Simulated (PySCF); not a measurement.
**Run record: C9H21ClS2Si**

The script drives PySCF SCF with an in-house response code with single-precision fitted integrals, so total energies wander by about 1e-6 Eh between cycles (the fitting error itself is about 1e-3 Eh and cancels in differences); atoms count from 0. Pop asks for populations, which are stored and not printed.

Job and coordinates (Å):

```
{"job": {"kind": "nmr", "xc": "KT3", "basis": "pcSseg-2", "pop": false}, "charge": 0, "multiplicity": 1}
C      5.348194     1.092282     1.670827
C      4.383250     0.878961     0.515804
C      3.294904    -0.141529     0.825580
C      2.348001    -0.338460    -0.343728
S      1.064668    -1.583035     0.067500
Si    -0.176015    -1.387593    -1.652217
C     -1.510949    -2.677358    -1.522487
Cl     0.913217    -1.721649    -3.387287
S     -0.834637     0.631169    -1.905371
C     -1.611327     0.934249    -0.272310
C     -3.083526     0.567889    -0.216248
C     -3.709971     0.861659     1.140907
C     -5.180952     0.484399     1.209347
H      5.860906     0.155375     1.941275
H      6.121112     1.833988     1.419327
H      4.822441     1.450875     2.570213
H      3.911289     1.838990     0.242071
H      4.940602     0.553452    -0.380051
H      2.720685     0.182101     1.711162
H      3.755244    -1.108187     1.094568
H      1.841930     0.603121    -0.609111
H      2.888507    -0.689201    -1.236349
H     -1.062135    -3.682117    -1.530743
H     -2.082705    -2.555971    -0.590208
H     -2.200592    -2.587260    -2.374732
H     -1.028731     0.397130     0.494707
H     -1.470147     2.010510    -0.087700
H     -3.205683    -0.502123    -0.455424
H     -3.624423     1.114022    -1.007933
H     -3.588582     1.934514     1.373152
H     -3.149424     0.320799     1.923934
H     -5.326359    -0.590160     1.013550
H     -5.610522     0.703246     2.198399
H     -5.770059     1.037001     0.460123
```

Command:

```bash
OMP_NUM_THREADS=2 python large_run.py task.json out
```

Q: What does the program print?

A: 
```
start: PBE on a coarse grid of 28056 points
cycle   1  E = -1900.6027389278  dE =  6.378e-01  |g| = 9.093e-01  |ddm| = 4.111e+00
cycle   2  E = -1900.2840889209  dE =  3.187e-01  |g| = 1.410e+00  |ddm| = 1.906e+00
cycle   3  E = -1900.8144111547  dE = -5.303e-01  |g| = 1.809e-01  |ddm| = 1.325e+00
cycle   4  E = -1900.8221345374  dE = -7.723e-03  |g| = 8.161e-02  |ddm| = 3.823e-01
cycle   5  E = -1900.8236428748  dE = -1.508e-03  |g| = 2.777e-02  |ddm| = 1.303e-01
cycle   6  E = -1900.8238282454  dE = -1.854e-04  |g| = 6.819e-03  |ddm| = 3.768e-02
final grid: 238409 points
cycle   7  E = -1918.9057667859  dE = -5.936e-02  |g| = 2.976e-01  |ddm| = 1.842e+00
cycle   8  E = -1918.9057709345  dE = -4.149e-06  |g| = 1.851e-01  |ddm| = 3.138e-01
cycle   9  E = -1918.9092356305  dE = -3.465e-03  |g| = 7.171e-02  |ddm| = 2.504e-01
cycle  10  E = -1918.9106501876  dE = -1.415e-03  |g| = 1.211e-02  |ddm| = 9.432e-02
cycle  11  E = -1918.9106903140  dE = -4.013e-05  |g| = 2.853e-03  |ddm| = 1.933e-02
cycle  12  E = -1918.9106926129  dE = -2.299e-06  |g| = 1.494e-03  |ddm| = 4.979e-03
cycle  13  E = -1918.9106918968  dE =  7.162e-07  |g| = 2.690e-04  |ddm| = 1.864e-03
cycle  14  E = -1918.9106907228  dE =  1.174e-06  |g| = 1.347e-04  |ddm| = 5.162e-04
cycle  15  E = -1918.9106913758  dE = -6.530e-07  |g| = 1.979e-05  |ddm| = 1.898e-04
converged SCF energy = -1918.9106913758

GIAO shielding tensors (ppm)
atom      isotropic    diamagn.    paramagn.     s11        s22        s33       span
  0 C      163.704     229.735     -66.031    151.510    155.978    183.624     32.113
  1 C      151.311     244.042     -92.731    137.756    148.753    167.424     29.668
  2 C      141.976     249.133    -107.157    120.005    136.129    169.795     49.790
  3 C      144.248     252.321    -108.073    120.512    145.860    166.371     45.858
  4 S      591.341    1067.347    -476.007    498.179    510.911    764.933    266.754
  5 Si     315.587     885.110    -569.523    267.956    334.242    344.563     76.607
  6 C      171.679     249.053     -77.374    162.964    166.475    185.599     22.634
  7 Cl     864.739    1153.682    -288.943    746.891    849.279    998.046    251.155
  8 S      581.125    1065.928    -484.804    456.397    504.751    782.226    325.829
  9 C      144.096     254.445    -110.350    118.560    143.584    170.143     51.583
 10 C      137.408     247.933    -110.524    110.245    131.126    170.853     60.608
 11 C      151.920     248.705     -96.785    139.273    148.911    167.576     28.303
 12 C      163.757     229.546     -65.790    151.578    156.147    183.545     31.967
 13 H       30.432      22.825       7.607     26.417     28.748     36.131      9.714
 14 H       30.093      20.120       9.972     25.592     27.406     37.279     11.687
 15 H       30.448      27.612       2.836     26.388     29.093     35.862      9.474
 16 H       29.945      35.173      -5.229     24.675     31.483     33.676      9.001
 17 H       29.938      28.882       1.056     24.671     31.143     34.000      9.329
 18 H       29.811      39.189      -9.378     24.777     31.763     32.894      8.117
 19 H       29.726      33.266      -3.540     24.497     31.186     33.494      8.997
 20 H       28.439      40.147     -11.708     21.606     30.903     32.807     11.201
 21 H       28.527      35.235      -6.708     21.728     30.910     32.945     11.217
 22 H       30.484      30.018       0.466     26.146     28.528     36.778     10.631
 23 H       30.744      35.300      -4.556     26.702     29.744     35.785      9.083
 24 H       30.663      30.103       0.561     27.485     27.963     36.542      9.057
 25 H       28.441      41.839     -13.397     22.165     30.399     32.760     10.595
 26 H       28.883      37.444      -8.561     22.656     29.192     34.801     12.145
 27 H       30.065      37.497      -7.432     24.469     31.090     34.637     10.168
 28 H       29.797      32.062      -2.265     25.224     30.906     33.263      8.039
 29 H       30.102      32.260      -2.158     25.075     30.605     34.624      9.549
 30 H       30.053      37.421      -7.368     25.023     31.503     33.631      8.608
 31 H       30.520      26.361       4.159     26.314     29.717     35.530      9.215
 32 H       30.134      21.760       8.375     25.641     27.357     37.405     11.764
 33 H       30.482      22.644       7.838     26.545     28.644     36.257      9.713
```

The run took 51 s of wall time on 2 threads of Arm Neoverse V1 (shared host), peak memory 1.3 GiB.
